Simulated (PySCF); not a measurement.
## Bond curve of CsS⁻

Set-up: Cs def2-SVPD with ECP46, S def2-SVPD; scalar-relativistic core potentials (PySCF 2.14). Energies in eV from Cs + S⁻ in their ground configurations at the same level. State: ¹Σ⁺ (singlet), closed shell.

```
R (Å)     LDA     PBE
2.553  -1.363  -0.863
2.672  -1.691  -1.229
2.791  -1.858  -1.432
2.880  -1.908  -1.507
2.969  -1.910  -1.534
3.058  -1.879  -1.525
3.177  -1.800  -1.475
3.325  -1.666  -1.373
3.503  -1.481  -1.222
3.741  -1.227  -1.006
```

**Question.** Put a parabola through the three lowest points of the LDA curve and estimate Re, k and ωe (reduced mass 25.77 u; 1 eV/Å² = 0.16022 mdyn/Å; ωe = 1302.8·√(k/μ) cm⁻¹).

**Answer.** Through R = 2.88, 2.969, 3.058 Å the second-order coefficient is 2.08 eV/Å², so Re ≈ 2.930 Å, k ≈ 0.667 mdyn/Å and ωe ≈ 210 cm⁻¹. A polynomial fit of higher order to the unrounded LDA energies gives Re = 2.929 Å, k = 0.792 mdyn/Å, ωe = 228 cm⁻¹; anharmonicity and rounding make the difference.

The higher-order fit for each curve: LDA: Re = 2.929 Å, ωe = 228 cm⁻¹, De = 1.91 eV; PBE: Re = 2.988 Å, ωe = 209 cm⁻¹, De = 1.53 eV.

Spin–orbit coupling is left out, which matters for elements this heavy, above all for dissociation energies. For an ion De counts to the pair picked by the measured ionisation energies or electron affinities, which need not be the lowest pair at this level. The highest Kohn–Sham level is positive in this anion. Much of that is self-interaction error, but it also means that the finite basis helps to hold the extra electron.
